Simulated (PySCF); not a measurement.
**Two-component Hartree-Fock for Eu³¹⁺ (europium, charge +31)**

Start: [Ar] 3d10 4s2 4p2; 4p1/2 filled at m_j = -1/2, +1/2. Calculated with PySCF 2.14 in an uncontracted even-tempered set (17 s from 2.9 bohr⁻², ratio 2.8; 13 p from 3.8 bohr⁻², ratio 2.8; 8 d from 6.8 bohr⁻², ratio 2.8; 4 f from 18 bohr⁻², ratio 3): generalised Hartree-Fock with the X2C-1e Hamiltonian and a Gaussian nucleus; one run each with spin-orbit coupling (SO) switched off, then screened by Boettger's factors.

| spinor shell | electrons | ε, spin-free (eV) | ε, screened SO (eV) | weight of nominal j (screened SO) | rms radius, screened SO (bohr) |
| --- | --- | --- | --- | --- | --- |
| 1s1/2 | 2 | -49938.9 | -49927.2 | 1.000 | 0.0254 |
| 2s1/2 | 2 | -9284.7 | -9279.6 | 1.000 | 0.103 |
| 2p1/2 | 2 | -8395.8 | -8852.4 | 1.000 | 0.0880 |
| 2p3/2 | 4 | -8395.8 | -8195.6 | 1.000 | 0.0943 |
| 3s1/2 | 2 | -2939.5 | -2936.5 | 1.000 | 0.262 |
| 3p1/2 | 2 | -2654.7 | -2753.3 | 1.000 | 0.253 |
| 3p3/2 | 4 | -2654.7 | -2608.5 | 1.000 | 0.266 |
| 3d3/2 | 4 | -2284.0 | -2300.4 | 1.000 | 0.237 |
| 3d5/2 | 6 | -2284.0 | -2268.8 | 1.000 | 0.240 |
| 4s1/2 | 2 | -1314.7 | -1313.5 | 1.000 | 0.560 |
| 4p1/2 | 2 | -1221.7 | -1245.3 | 1.000 | 0.558 |

```
   quantity     spin-free   screened SO
E (hartree)  -10322.68526  -10331.00753
        M_J             0             0
       ⟨J²⟩         2.002         0.000
       ⟨L²⟩         2.001         1.355
       ⟨S²⟩         2.000         1.355
```

Breit and QED terms are absent; they matter most for the inner s and p1/2 levels.

Densities and radii are taken from the X2C orbitals without a picture-change correction, which distorts them close to the nucleus.

Without spin-orbit coupling the j labels of p, d and f shells carry no meaning; the spin-free column gives the mean over the occupied spinors of each nl shell.
